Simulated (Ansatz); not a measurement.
Cartesian coordinates (Å):
```xyz
6

S     -1.8593     0.0445     0.0338
B     -0.0876     0.3690     0.0336
S      1.1103    -0.9694    -0.0996
Cl     0.4090     2.0573     0.1661
H     -1.7880    -1.2935    -0.0805
H      2.2157    -0.2079    -0.0534
```
Charge 0, multiplicity 1.

All values below come from frozen-core CCSD(T)/cc-pVTZ // B3LYP-D3(BJ)/def2-TZVP (Ansatz, a program for electronic structure).

```yaml
HF energy: -1280.57645 Ha
MP2 correlation energy: -0.64024 Ha
```

Question: Estimate the CCSD correlation energy, the (T) correction, the total energy and the T1 diagnostic.

Answer: 
```
Property                          Value
-----------------------  --------------
CCSD correlation energy     -0.68957 Ha
(T) correction              -0.03305 Ha
CCSD(T) total energy     -1281.29907 Ha
T1 diagnostic                     0.013
```
